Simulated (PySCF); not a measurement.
# Electron correlation in Cl+ (chlorine, charge +1)

[Ne] 3s1 3p5, high-spin 3P determinant (an excited configuration). All numbers are calculated (PySCF 2.14, scalar relativity by spin-free X2C-1e, in x2c-TZVPPall). Frozen: 1s2; 14 electrons correlated.

MP2 pair energies summed by pair of shells (mhartree):

```tsv
pair	energy	share (%)
3p-3p	-155.30	46.0
2p-2p	-98.87	29.3
2p-3p	-31.82	9.4
2s-2p	-19.07	5.6
3s-3p	-17.49	5.2
2s-3p	-5.13	1.5
2s-2s	-4.85	1.4
2p-3s	-4.54	1.3
2s-3s	-0.81	0.2
```

Total MP2 correlation energy: -337.87 mhartree.

Same-spin part -84.74 and opposite-spin part -253.13 mhartree; SCS-MP2 scales them by 1/3 and 6/5 to -332.00 mhartree.

This basis was not built for core-valence correlation, so the inner-shell part is incomplete.
